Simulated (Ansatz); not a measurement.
Ansatz results at the PBE0-D4/def2-TZVP geometry: LUMO energy (ωB97M-V/def2-TZVPP) 0.99 eV; HOMO–LUMO gap (PBE0/def2-TZVPP) 6.64 eV; HOMO energy (PBE0/def2-TZVPP) -7.36 eV.

Each molecule was computed in one conformer, which needn't be the lowest.

Which molecule gave them?
A. `[CH3][SbH2]`
B. `C[O][SbH][CH](C)C`
C. `CC[O][SbH][O]C`
D. `CC[O][SbH][SiH3]`

C. The others give `C[O][SbH][CH](C)C`: 0.99, 5.92, -6.64; `CC[O][SbH][SiH3]`: 0.51, 5.58, -6.82; `[CH3][SbH2]`: 1.34, 6.83, -7.04.
